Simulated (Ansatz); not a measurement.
A search over several starts for the lowest SCF solution of the cluster Te₂Pd⁺ at the given spin, in a small basis.

```yaml
crystal:
  periodic: [false, false, false]
  atoms:
    - {symbol: Pd, position_ang: [-0.803774, 0.909537, -0.812851]}
    - {symbol: Te, position_ang: [0.306785, 0.387809, 1.442525]}
    - {symbol: Te, position_ang: [0.496989, -1.297346, -0.629674]}
basis:
  gaussian: {orbitals: def2-SVP}
total_charge: 1
magnetization: {spin_polarized: true, initial_magnetization: 1}
hamiltonian: {xc: pbe0, dispersion: d4}
output: {orbitals: {seedname: orbitals}}
```

```sh
$ ansatz run in.yaml --threads 4 --pin off --events-out ev --progress --plain --max-ram 3916MiB
```

It prints (some lines left out):

```
Functional definition: PBE0
998 factors; integrals over basis functions are off by at most 3.5e-4 eV
mean field evaluation 1: about -18040.1918 eV, gradient 5.6e1 eV
mean field evaluation 2: about -17500.6428 eV, gradient 2.0e2 eV
mean field evaluation 4: about -18055.9562 eV, gradient 2.9e1 eV
mean field evaluation 8: about -18059.9923 eV, gradient 7.3e-1 eV
mean field evaluation 16: about -18060.1220 eV, gradient 2.6e-2 eV
mean field evaluation 32: about -18060.5940 eV, gradient 8.1e-2 eV
mean field evaluation 64: about -18060.3317 eV, gradient 9.4e-1 eV
mean field -18060.59426870 eV, -663.7145974642 hartree, gradient 7.2e-6 eV, S^2 0.755789; 6 other end points of the search recorded, 0 dependent functions left out
reference -18060.59430149 eV, -663.7145986692 hartree; 33, 32 occupied and 50, 51 virtual orbitals, 998 factors
Total energy: -18060.72137845 eV, -663.7192686614 hartree
```

Hardware: 4 threads of Arm Neoverse V1 on a shared host. Wall time 9.5 s.

Other converged states that the search met: 0.41 eV higher (⟨S²⟩ = 1.22).

In the def2 sets Pd, Te take a core potential; there is no spin–orbit coupling. The structure comes from a short search, and lower isomers may exist.
